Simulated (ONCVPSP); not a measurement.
## PBEsol ONCV dataset for helium (He), scalar-relativistic all-electron reference.

ONCVPSP 4.0.1 input, shortened (lines: element, Z, core and valence counts, functional; n l f; lmax; l rc ep ncon nbas qcut; lloc lpopt rc5 dvloc0; l nproj debl; icmod fcfact rcfact), PBEsol, scalar-relativistic:

```
  He 2.00    0    1  -116133      upf
    1    0    2.00
    1
    0    0.40    0.00    4    7   20.20
    1    0.45    0.06    4    9   14.80
    4    5    0.35    2.00
    0    2    2.20
    1    2    2.30
    0    0.00    0.00
```

All-electron outer shells of the reference configuration (PBEsol, scalar-relativistic, ld1.x):

```json
{"shell": "1s", "level (eV)": "-15.50", "outermost node (bohr)": "–", "outermost maximum (bohr)": "0.57"}
```

Calculated quality:

- Cutoffs needed: 131 Ha and 186 Ha (the cutoffs (Ha) at which the residual kinetic energy of the hardest occupied pseudo-wave falls to 1 and 0.1 mHa per electron)
- Ghost test: no bound ghost flagged; GHOST(+) flags only above 600 eV
- Largest excitation error: -1.1 meV (all-electron minus pseudo) for 1s1, out of 2 test configurations

Generation and tests took about 3.1 s on one core of a shared server CPU.
